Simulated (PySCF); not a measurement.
**Electron correlation in Cl²⁺ (chlorine, charge +2)**

[Ne] 3s2 3p3, high-spin 4S determinant. Computed with PySCF 2.14 in cc-pVDZ-DK (4s3p1d, 18 functions), with the spin-free X2C one-electron Hamiltonian (Gaussian nucleus). Frozen: [Ne]; 5 electrons correlated.

MP2 pair energies summed by pair of shells (mhartree):

```csv
pair,energy,share (%)
3s-3p,-46.45,65.9
3p-3p,-16.99,24.1
3s-3s,-7.07,10.0
```

Total MP2 correlation energy: -70.51 mhartree.

Same-spin part -18.42 and opposite-spin part -52.09 mhartree; SCS-MP2 scales them by 1/3 and 6/5 to -68.65 mhartree.

```csv
level,correlation energy (mhartree)
CCSD,-89.25
(T),-0.78
CCSD(T),-90.03
```

Diagnostics: T1 = 0.0014, D1 = 0.0044, largest double amplitude 0.061.

Cost of the coupled-cluster step: 0.06 s of wall time on 1 thread of Neoverse-V2 (shared host), for 5 correlated electrons.
